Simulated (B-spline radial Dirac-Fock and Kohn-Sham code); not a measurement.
## Subshell cross sections of Cu¹⁵⁺, photon energy 600 eV

System: Cu¹⁵⁺, [Ne] 3s2 3p2.

Input of the calculation (task.json; shells as n, l, electrons):

```json
{"items": [{
  "Z": 29,
  "q": 15,
  "cfg": [[1, 0, 2], [2, 0, 2], [2, 1, 6], [3, 0, 2], [3, 1, 2]],
  "A": 63,
  "rrms": 3.8823,
  "do": ["binding", "quiet", "photo"],
  "hv": [80, 100, 161.0, 203.0, 300, 471.0, 600, 867.0, 2860.0, 6000, 6950.0, 8047.8, 12000, 13200.0, 35800.0, 150000]
}]}
```

Command: `python xray_run.py task.json out`

Level of theory: the independent-particle Dirac-Slater model, thresholds from Dirac-Fock; a radial finite-basis atomic code. The asymmetry parameter β is from the dipole term alone. Kinetic energies are from the vacuum level. Open shells are spread statistically over j, without multiplet splitting.

The last column is dσ/dΩ = σ/(4π) · [1 + β P₂(cos θ)] at θ = 90° from the polarisation vector of linearly polarised light.

| subshell | electrons | binding (eV) | kinetic (eV) | σ (kb) | β | dσ/dΩ (kb/sr) |
| --- | --- | --- | --- | --- | --- | --- |
| 3s | 2 | 556.4 | 43.63 | ? | ? | ? |
| 3p1/2 | 0.67 | 516.2 | 83.79 | 49.8 | 1.59 | 0.804 |
| 3p3/2 | 1.33 | 512.0 | 87.95 | 99.7 | 1.60 | 1.57 |

Problem. What are σ and β for 3s?

Solution. σ = 109 kb, the largest of all subshells and 42 % of the total, and β = 2.00, which gives dσ/dΩ = 0.00446 kb/sr.
